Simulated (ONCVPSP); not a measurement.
What one change does to a pseudopotential (Hg (Z = 80), ONCV)

mercury (Hg), optimised norm-conserving Vanderbilt (ONCV), made with ONCVPSP 4.0.1 (PBE, scalar-relativistic). Core [Kr] 4d10 4f14, reference 5s2 5p6 5d10 6s2. Waves: 5s+6s: rc 1.45 bohr, ncon 4, nbas 7, qcut 9.6 1/bohr, 2 projectors; 5p: rc 1.65 bohr, ncon 4, nbas 7, qcut 6.4 1/bohr, 2 projectors, debl 1.3 Ha; 5d: rc 1.70 bohr, ncon 4, nbas 8, qcut 8.6 1/bohr, 2 projectors, debl 2 Ha. Local part: polynomial inside 1.45 bohr (lpopt 1, dvloc0 0 Ha). Core correction: Teter function, fcfact 3, rcfact 1.1.

In the p channel the program set the typed energies aside and used -2.444, 0.250 Ha.

Change: core correction Teter function, fcfact 3, rcfact 1.82.

Cutoffs: the cutoffs (Ha) at which the residual kinetic energy of the hardest occupied pseudo-wave falls to 1 and 0.1 mHa per electron; they do not see the model core or the augmentation charge, which bear on the density cutoff. Errors are all-electron minus pseudo energies relative to the spin-unpolarised reference configuration.

**Question.** How do hardness, ghosts and transferability respond?

**Answer.** The potential gets neither clearly harder nor softer (32 Ha and 37 Ha → 32 Ha and 37 Ha); of the 4 tests that both files solve, the error grows in 3 and shrinks in 0 by more than 15 % and 0.3 meV (median size 15.9 → 45.0 meV); neither file shows a bound ghost. A model core, the more so a compact one, raises the density cutoff, which this test does not measure.

| quantity | base | changed |
| --- | --- | --- |
| cutoff, loose | 32 Ha | 32 Ha |
| cutoff, tight | 37 Ha | 37 Ha |
| bound ghosts | none | none |
| GHOST(+) flags under 300 eV | none | none |
| error for 5s2 5p6 5d10 6s1, meV [ΔE 10.69 eV] | -4.3 | -7.5 |
| error for 5s2 5p6 5d10 6s0, meV [ΔE 29.66 eV] | -13 | -32 |
| error for 5s2 5p6 5d9 6s0, meV [ΔE 65.19 eV] | -19 | -58 |
| error for 5s1 5p6 5d10 6s2, meV [ΔE 125.53 eV] | -263 | -283 |
| s: phases at 1.47 bohr within 0.05 rad from the reference energy up to (Ha; the scan ends near 5) | to the end of the scan | to the end of the scan |
| p: phases at 1.67 bohr within 0.05 rad from the reference energy up to (Ha; the scan ends near 5) | to the end of the scan | to the end of the scan |
| d: phases at 1.72 bohr within 0.05 rad from the reference energy up to (Ha; the scan ends near 5) | to the end of the scan | to the end of the scan |
| rms error of d²Exc/dni dnj with the model core, mHa | 2.60 | 3.02 |
